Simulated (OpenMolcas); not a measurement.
# N, P, As, Sb, Bi: ns² np³ down the group

| Property | Result |
| --- | --- |
| Program | OpenMolcas 26.06 |
| Method | SS-RASPT2, IPEA 0.25 Eh, imaginary shift 0.1 Eh |
| Basis | ANO-RCC-VQZP |
| Scalar Hamiltonian | DKH2, point nucleus |
| Spin-orbit coupling | state interaction with AMFI integrals over the reference wave functions, term energies averaged over their components |

Active space for each ion: 5 electrons in 9 orbitals (RAS2 s p; RAS3 d, at most 2 electrons); closed shells correlated by CASPT2: N 1s; P 2s 2p; As 3d; Sb 4d; Bi 5d.

Computed levels in cm-1 above ⁴S°_3/2:

```csv
Level,N,P,As,Sb,Bi
²D°_3/2,19420,11440,10920,9020,10400
²D°_5/2,19420,11450,11150,10050,14140
²P°_3/2,29280,19160,19070,18570,29910
²P°_1/2,29280,19150,18800,17140,21210
weight of ⁴S° in the lowest level (%),100,100,100,97,67
```

Mixed levels, with the weight of the term that names them: Bi ⁴S°_3/2 (67 %), Bi ²D°_3/2 (65 %), Bi ²P°_3/2 (67 %).

Measured, with the error of the calculation in %. Measured levels: N, P, As, Sb, Bi from NIST Handbook of Basic Atomic Spectroscopic Data.

```tsv
Level	N	P	As	Sb	Bi
²D°_3/2	19233 (+1.0)	11361 (+0.7)	10593 (+3.1)	8512 (+5.9)	11419 (-8.9)
²D°_5/2	19224 (+1.0)	11377 (+0.6)	10915 (+2.1)	9854 (+2.0)	15438 (-8.4)
²P°_3/2	28839 (+1.5)	18748 (+2.2)	18648 (+2.3)	18464 (+0.6)	33165 (-9.8)
²P°_1/2	28839 (+1.5)	18723 (+2.3)	18186 (+3.4)	16395 (+4.5)	21661 (-2.1)
```

Without spin-orbit coupling ²D° lies 19420, 11450, 11070, 9590, 9130 cm-1 above ⁴S° in that order; the difference to the level ²D°_3/2, of either sign, comes from spin-orbit coupling, which also lowers the zero.

CASPT2 breaks the degeneracy within a term, and the mean is taken; among the terms shown or strongly mixed into the levels shown the widest spread is 38 cm-1 (6s² 6p³ ²D°, Bi). Active for correlation alone: 3d; no level in the range computed is led by a configuration that fills it, so any true level of that kind is missing (holds for N). The run also gave levels led by 3s² 3p² 3d, which use shells meant for correlation; these and all levels above them are left out (holds for P). Some high roots are left out of the spin-orbit mixing, which shifts the levels that they would mix with (holds for As; Sb; Bi). Active for correlation alone: 4d; no level in the range computed is led by a configuration that fills it, so any true level of that kind is missing (holds for As). Active for correlation alone: 5d; no level in the range computed is led by a configuration that fills it, so any true level of that kind is missing (holds for Sb). Active for correlation alone: 6d; no level in the range computed is led by a configuration that fills it, so any true level of that kind is missing (holds for Bi). Computed and measured levels are paired by configuration, term and J; levels that our copy of the source lacks, or whose pairing is in doubt (as where it misses far off the trend of its configuration), stay unpaired and out of the deviations. Only configurations of the active space appear.

° marks odd parity.
